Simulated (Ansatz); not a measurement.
System: sum formula H$_{6}$Si$_{2}$O, net charge 0, singlet state. SMILES: [SiH3]O[SiH3]
Geometry: optimised at B3LYP-D3(BJ)/def2-TZVP (Ansatz, a program for electronic structure).

Property: vertical triplet-singlet gap (E(triplet) - E(singlet); each state is the SCF solution reached for its spin; for the triplet T1 is 0.069), in kJ/mol. Correlated levels leave the core frozen unless marked. Open shells are spin-unrestricted. Spin-orbit coupling is left out. Non-relativistic. CBS marks a two-point X^-3 extrapolation of the correlation energy; Hartree-Fock from the larger set. [CCSD(T)-MP2]/basis is that difference in the basis named.

RI-MP2/CBS(aug-cc-pV(T+d)Z,aug-cc-pV(Q+d)Z)+[CCSD(T)-MP2]/aug-cc-pV(T+d)Z (Ansatz) gives 707.8 kJ/mol.

Question: Another calculation gave 701.7 kJ/mol. Which level was it?
(A) r2SCAN/def2-TZVPD (Ansatz)
(B) PBE/def2-TZVPD (Ansatz)
(C) CAM-B3LYP/def2-TZVPD (Ansatz)
(D) wB97M-V/def2-TZVPD (Ansatz)

Answer: D, wB97M-V/def2-TZVPD (Ansatz). The others give 579.5 (PBE), 618.2 (r2SCAN), 688.0 (CAM-B3LYP) kJ/mol.
